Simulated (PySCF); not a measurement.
**Pb (lead, neutral) across methods**

[Xe] 4f14 5d10 6s2 6p1 7s1, high-spin 3P determinant (an excited configuration). All numbers are calculated (PySCF 2.14, scalar relativity by spin-free X2C-1e, in aug-cc-pVTZ-DK3).

```json
{"method": "LDA", "E (hartree)": "-20871.27", "mean ε 6s β (eV)": "-14.671", "mean ε 6p α (eV)": "-6.029", "mean ε 7s α (eV)": "-1.829", "Σ⟨r²⟩ (bohr²)": "100.7", "⟨S²⟩": "2.001"}
{"method": "PBE", "E (hartree)": "-20883.99", "mean ε 6s β (eV)": "-14.288", "mean ε 6p α (eV)": "-5.926", "mean ε 7s α (eV)": "-1.816", "Σ⟨r²⟩ (bohr²)": "101.8", "⟨S²⟩": "2.001"}
{"method": "PBE0", "E (hartree)": "-20883.68", "mean ε 6s β (eV)": "-15.214", "mean ε 6p α (eV)": "-6.870", "mean ε 7s α (eV)": "-2.138", "Σ⟨r²⟩ (bohr²)": "102.0", "⟨S²⟩": "2.002"}
{"method": "UHF", "E (hartree)": "-20877.77612", "mean ε 6s β (eV)": "-16.934", "mean ε 6p α (eV)": "-9.108", "mean ε 7s α (eV)": "-2.780", "Σ⟨r²⟩ (bohr²)": "103.8", "⟨S²⟩": "2.007"}
{"method": "r2SCAN", "E (hartree)": "-20883.91", "mean ε 6s β (eV)": "-14.531", "mean ε 6p α (eV)": "-6.263", "mean ε 7s α (eV)": "-1.785", "Σ⟨r²⟩ (bohr²)": "101.8", "⟨S²⟩": "2.003"}
{"method": "BLYP", "E (hartree)": "-20885.09", "mean ε 6s β (eV)": "-14.303", "mean ε 6p α (eV)": "-5.716", "mean ε 7s α (eV)": "-1.586", "Σ⟨r²⟩ (bohr²)": "101.5", "⟨S²⟩": "2.001"}
{"method": "TPSS", "E (hartree)": "-20883.12", "mean ε 6s β (eV)": "-14.215", "mean ε 6p α (eV)": "-5.973", "mean ε 7s α (eV)": "-1.771", "Σ⟨r²⟩ (bohr²)": "102.4", "⟨S²⟩": "2.001"}
```

Spin-orbit coupling, absent here, splits the open shell strongly. The outer electron is Rydberg-like, and this basis confines it to a smaller radius and binds it less than a complete one would.
